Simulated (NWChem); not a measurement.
System: C$_{3}$H$_{9}$Cl$_{3}$Si$_{2}$; SMILES C[SiH](C)C[Si](Cl)(Cl)Cl

The following NWChem deck was run.

```
start job
memory heap 200 mb stack 900 mb global 1100 mb
geometry units angstroms noautosym nocenter noautoz
  Si    -0.097771    -0.993012    -0.072578
  Cl    -0.412583    -2.551854    -1.401708
  Cl    -1.287264    -1.333950     1.583003
  Cl     1.881880    -1.086945     0.526171
  C     -0.509561     0.632501    -0.861352
  Si    -0.160333     2.253500     0.102478
  C     -1.294623     3.598375    -0.587433
  C      1.653520     2.745713    -0.065667
  H      0.012943     0.675336    -1.827163
  H     -1.583846     0.592287    -1.091092
  H     -0.488145     2.025302     1.537344
  H     -2.351196     3.330784    -0.470388
  H     -1.108276     3.771538    -1.654271
  H     -1.133257     4.548075    -0.063632
  H      2.321233     1.979762     0.342329
  H      1.926993     2.906153    -1.115710
  H      1.847102     3.680680     0.473607
end
basis spherical
  * library def2-svp
end
dft
  xc xpbe96 cpbe96
  iterations 150
  semidirect filesize 400000000
end
property
  efieldgrad
end
task dft property
```

Structure relaxed at the B3LYP/6-31G* (spherical d) level. No frequency run checked for a minimum.

Vzz is the largest principal value of the second derivative of the potential at the nucleus (NWChem prints the opposite sign); η is the asymmetry. Non-relativistic.

Atoms are numbered as in the input.

Question: What results follow from this input? (PBE/def2-SVP.) Quantities: Vzz Cl2 (a.u.); η Cl2; Vzz Cl3 (a.u.); η Cl3; Vzz Cl4 (a.u.); η Cl4.

Answer: The vzz Cl2 (a.u.) comes out as 2.062 and the η Cl2 is 0.03. The vzz Cl3 (a.u.) is 2.065 and the η Cl3 is 0.03. The vzz Cl4 (a.u.) comes out as 2.030. The η Cl4 comes out as 0.02.
